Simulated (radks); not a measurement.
The numbers below are computed, except where a source is named.
Q: All-electron atom: Te40+ in [Ne] 3s2 (the NIST ground configuration). Level of theory: Dirac Kohn-Sham, PBEsol, spin-unpolarised, spherical densities, finite nucleus; Fermi nuclear charge, rms radius 4.7423 fm (a radial shooting solver on a logarithmic mesh with Libxc functionals). Some entries of the table are withheld. Estimate them.

| orbital | occ. | eigenvalue (hartree) | r(max) (bohr) |
|---|---|---|---|
| 1s1/2 | 2 | -1254.871 | 0.01794 |
| 2s1/2 | 2 | -266.5948 | (1) |
| 2p1/2 | 2 | (2) | 0.07718 |
| 2p3/2 | 4 | (3) | 0.08176 |
| 3s1/2 | 2 | (4) | (5) |

A: 
(1) 2s1/2 r(max) (bohr): 0.1007
(2) 2p1/2 eigenvalue (hartree): -256.7183
(3) 2p3/2 eigenvalue (hartree): -246.2604
(4) 3s1/2 eigenvalue (hartree): -107.5501
(5) 3s1/2 r(max) (bohr): 0.2699
